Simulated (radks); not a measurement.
Initial-state core-level shifts of the sulfur ion S2+ when its valence configuration changes from [Ne] 3s2 3p2. Calculated with a radial shooting solver on a logarithmic mesh with Libxc functionals: scalar-relativistic Kohn-Sham, PBE, spin-polarised, spherical densities, point nucleus; open shells are filled with parallel spins first. Shifts are changes of the shell-averaged eigenvalues in eV (positive: less bound).

valence,1s,2s,2p
3s1 3p3,-0.572,-0.653,-0.629
3p4,-2.518,-2.532,-2.492
3s1.5 3p2.5,-0.354,-0.385,-0.374
3s0.5 3p3.5,-1.606,-1.646,-1.615
